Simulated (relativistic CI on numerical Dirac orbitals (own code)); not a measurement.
Calculated at this level of theory: Dirac-Coulomb-Breit CI, orbitals from a KLI potential per configuration, model QED (radiative potential, 1s self-energy scaled to tabulated hydrogen-like ionisation energies), valence Slater integrals scaled by 0.9, P86 correlation estimate, and configurations built on the next ion tied to the tabulated ionisation energy (semi-empirical) (own radial code, finite nucleus).

Configuration list (outside the closed core [Ar] 3d10): 4s2 4p3, 4s2 4p2 4d, 4s2 4p2 5s, 4s2 4p2 5p, 4s2 4p2 5d, 4s2 4p2 6s, 4s2 4p2 4f, 4s2 4p2 5f, 4s 4p4, 4p5, 4s2 4p 4d2, 4s 4p3 4d, 4p3 4d2, 4s 4p3 4f, 4p4 4d, 4s2 4p 4f2, 4s 4p2 4d2, 4s2 4p 4d 5s, 4s2 4p 4d 4f, 4p4 5s, 4p3 4f2, 4s 4p3 5s, 4p4 4f, 4s 4p2 4d 5s. Levels of other configurations are missing.

Configurations that consist of the next ion and one excited electron were tied to the tabulated ionisation energy; Rydberg ones are usually within 1,000 to 3,000 cm⁻¹ and the lowest ones within about 6,000 (9,000 in d shells), while levels on excited terms of the next ion carry the error of that term, and the other configurations can be misplaced by 10,000 cm⁻¹ or more. Rates follow the energies as ν³ (E1, M1) or ν⁵ (E2), so rates, branching and lifetimes can be off by large factors.

Outline of the computed level scheme of Mo X. Lowest level of each configuration: 4s2 4p3 4S°_3/2 at 0.0000 eV; 4s 4p4 4P_5/2 at 28.0141 eV; 4s2 4p2 4d 4F_3/2 at 42.6857 eV; 4p5 2P°_3/2 at 65.1839 eV; 4s 4p3 4d 6D°_1/2 at 67.3124 eV.

Some strong electric-dipole decays among the lowest 45 levels: 4s2 4p2 4d 2F_7/2 → 4s2 4p3 2D°_5/2 (1.6e+11 s⁻¹); 4s2 4p2 4d 2D_5/2 → 4s2 4p3 2P°_3/2 (1.4e+11 s⁻¹); 4s2 4p2 4d 2F_5/2 → 4s2 4p3 2D°_3/2 (1.3e+11 s⁻¹); 4s2 4p2 4d 4P_5/2 → 4s2 4p3 4S°_3/2 (1.1e+11 s⁻¹); 4s2 4p2 4d 2D_3/2 → 4s2 4p3 2P°_1/2 (9.8e+10 s⁻¹); 4s2 4p2 4d 2D_3/2 → 4s2 4p3 2D°_3/2 (8.8e+10 s⁻¹); 4s2 4p2 4d 2P_1/2 → 4s2 4p3 2P°_1/2 (8.3e+10 s⁻¹); 4s2 4p2 4d 4P_1/2 → 4s2 4p3 4S°_3/2 (8.3e+10 s⁻¹).

LS names give the leading component of a level, which can be under half, so a name can repeat, a term be missing and a line seem to break the LS rules.
